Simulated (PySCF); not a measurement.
Zn(F)(Et) (C₂H₅FZn), SMILES C[CH2][Zn][F]. Heavy atoms are numbered as in [Zn:1]([F:2])[CH2:3][CH3:4]. Hydrogens are named by the atom that carries them.

Coordinates come from a B3LYP-D3(BJ)/def2-SVP optimisation. The structure was generated by enumeration; whether it is a known compound was not checked. One conformer was computed; it need not be the lowest.

These are PySCF with PBE0/pcSseg-1 values and carry that method's errors.

GIAO shieldings, no solvent; atoms alike by connectivity are averaged. δ = σ(ref) − σ: ¹⁹F against CFCl3 (σ = 167.2 ppm); ¹³C against TMS (σ = 186.3 ppm); ¹H against TMS (σ = 31.56 ppm), references at their B3LYP-D3(BJ)/def2-TZVP geometries, non-relativistic.

```
atoms     nucleus  count  δ (ppm)
--------  -------  -----  -------
F2            ¹⁹F      1      ___
C4 (CH3)      ¹³C      1     15.0
C3 (CH2)      ¹³C      1      ___
H on C4        ¹H      3     1.69
H on C3        ¹H      2     1.12
```

Q: What belongs in the gaps? (An estimate is asked for; the answer gives what the named calculation found.)

A: 
- F2, δ (ppm): -221.3
- C3 (CH2), δ (ppm): 1.8
